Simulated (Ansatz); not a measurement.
Breaking the H–H spacing in H4 chain (multiplicity 1 held). Energies count from the point at 0.900 Å.
Geometry at that point (charge 0, multiplicity 1):
```xyz
4

H      0.00000     0.00000     0.00000
H      0.00000     0.00000     0.90000
H      0.00000     0.00000     1.80000
H      0.00000     0.00000     2.70000
```

Active spaces are followed from rest. Full CI gives the lowest state of the spin. Levels need not reach the same state.

Programs: Ansatz (a quantum-chemistry and plane-wave program) with Gaussian orbitals. Values without a source in brackets are computed.

Question: Predict the energy at R = 3.600 Å from FCI/cc-pVTZ.

Answer: 731 kJ/mol

Question: What is the computed energy at R = 3.600 Å (CASSCF(4,4)/cc-pVTZ)?

Answer: 609 kJ/mol
